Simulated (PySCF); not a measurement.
Isomers C8H8O2:

A. `C=C=C(CC#CC)C(=O)O`
B. `C=C=C(C#CC)CC(=O)O`
C. SMILES CC#CC#CC(=O)OCC
D. SMILES C=C1C=C/C1=C/OC(C)=O

Spectrum 1. 1H NMR (300 MHz, computed): δ 4.42 (q, 2H), 2.23 (s, 3H), 1.30 (t, 3H). 13C{1H} NMR (computed): δ 159.8 (C), 90.2 (C), 79.5 (C), 71.7 (C), 70.6 (C), 63.2 (CH2), 16.5 (CH3), 5.6 (CH3).

Spectrum 2. 1H NMR (300 MHz, computed): δ 6.00 (br s, 1H), 5.29 (s, 2H), 2.95 (s, 2H), 2.23 (s, 3H). 13C{1H} NMR (computed): δ 231.6 (C), 175.4 (C), 102.4 (C), 90.6 (C), 80.9 (CH2), 78.7 (C), 43.9 (CH2), 6.0 (CH3).

Spectrum 3. 1H NMR (300 MHz, computed): δ 7.65 (s, 1H), 7.07 (m, 1H), 6.90 (m, 1H), 5.34 (br s, 1H), 5.15 (br s, 1H), 2.20 (s, 3H). 13C{1H} NMR (computed): δ 172.4 (C), 152.7 (C), 151.1 (CH), 150.5 (CH), 133.1 (C), 128.1 (CH), 105.7 (CH2), 23.2 (CH3).

Spectrum 4. 1H NMR (300 MHz, computed): δ 6.16 (br s, 1H), 5.39 (s, 2H), 3.26 (s, 2H), 1.94 (s, 3H). 13C{1H} NMR (computed): δ 230.9 (C), 171.7 (C), 100.7 (C), 84.5 (C), 83.7 (C), 82.5 (CH2), 22.3 (CH2), 4.8 (CH3).

How the numbers were obtained: GFN2-xTB geometry, GIAO PBE0/pcSseg-1 shieldings, in PySCF 2.14.0 with density-fitted response routines (single conformer, averaged over atoms made equivalent by symmetry, fast rotation or ring inversion, gas phase, non-relativistic Hamiltonian).

Referencing at the same level of theory: 1H and 13C against TMS. Where no couplings were computed, multiplicities follow the n + 1 count of equivalent neighbours, and m marks all less simple cases (inequivalent or close neighbours, rings, F or P nearby). Acid and N–H amide carbonyl carbons lie up to 10 ppm further downfield in solution (hydrogen bonding). Shifts are as computed. Against solution values, carbons near 30 ppm lie about +3 ppm off and those near 130 ppm about +5 ppm. Of 1211 compounds with measured shifts, 218 miss one by over three times the rms of a fit or turn the order of signals round; such compounds aren't used in these exercises. OH and NH positions are gas-phase values without hydrogen bonding to other molecules.

**Question.** Which spectrum belongs to which compound?

**Answer.** 1–C, 2–B, 3–D, 4–A.

- Spectrum 1 (C): 8 13C signals; δC 159.8 is an ester carbonyl carbon; δC 90.2 is an alkyne carbon.
- Spectrum 2 (B): 8 13C signals; δC 231.6 is a central carbon of an allene; δC 175.4 is a carboxylic acid carbon.
- Spectrum 3 (D): 8 13C signals; δC 172.4 is an ester carbonyl carbon; δC 152.7 is a fully substituted alkene carbon.
- Spectrum 4 (A): 8 13C signals; δC 230.9 is a central carbon of an allene; δC 171.7 is a carboxylic acid carbon.
